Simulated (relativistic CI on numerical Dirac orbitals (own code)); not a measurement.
# One change at a time: Sb49+

Base calculation: Dirac-Coulomb-Breit CI, separate exchange-only KLI orbitals for each configuration, model QED, unscaled Slater integrals.

Configuration list: 1s2, 1s 2s, 1s 2p, 1s 3s, 1s 3p, 1s 3d, 1s 4s, 1s 4p, 1s 4d, 1s 4f, 1s 5s, 1s 5p, 1s 5d, 1s 5f, 1s 5g, 1s 6s, 1s 6p, 1s 6d, 2s2. Levels of other configurations are missing.

The lowest level and the first level of each name with at least 55 % of one term (blank where a level has no safe partner in the second run):

| Level | Base (eV) | Shift (eV) |
| --- | --- | --- |
| 1s2 1S_0 | 0.0 | 0.0 |
| 1s 2s 3S_1 | 26728.3 | -0.7 |
| 1s 2p 3P°_1 | 26800.4 | -0.8 |
| 1s 2p 3P°_0 | 26803.8 | -0.9 |
| 1s 2s 1S_0 | 26806.3 | -0.1 |
| 1s 2p 3P°_2 | 27102.6 | -0.8 |
| 1s 2p 1P°_1 | 27135.8 | -0.7 |
| 1s 3s 3S_1 | 31767.3 | -0.6 |
| 1s 3p 3P°_1 | 31787.0 | -0.7 |
| 1s 3p 3P°_0 | 31787.9 | -0.7 |
| 1s 3s 1S_0 | 31788.1 | -0.5 |
| 1s 3p 3P°_2 | 31876.8 | -0.7 |
| 1s 3d 3D_2 | 31884.8 | -0.6 |
| 1s 3d 3D_1 | 31886.0 | -0.6 |
| 1s 3p 1P°_1 | 31886.3 | -0.7 |
| 1s 3d 3D_3 | 31913.4 | -0.6 |
| 1s 3d 1D_2 | 31914.6 | -0.6 |
| 1s 4s 3S_1 | 33509.7 | -0.6 |
| 1s 4p 3P°_1 | 33517.7 | -0.7 |
| 1s 4p 3P°_0 | 33518.1 | -0.7 |
| 1s 4s 1S_0 | 33518.1 | -0.6 |
| 1s 4p 3P°_2 | 33555.5 | -0.6 |

At this charge energies of transitions that change n are usually good to better than 1 %, and those within a shell (Δn = 0) to a few per cent.

(1) One thing was changed in a second run, which moved the levels as shown. Which?
A. one mean potential for all configurations
B. QED terms removed
C. Breit term removed
D. valence Slater integrals scaled by 0.9
E. configuration mixing switched off

Answers

(1) A. One mean potential for all configurations. One potential for all configurations removes the relaxation of the orbitals, which moves whole configurations and changes the integrals a little.

LS names give the leading component of a level, which can be under half, so a name can repeat, a term be missing and a line seem to break the LS rules.
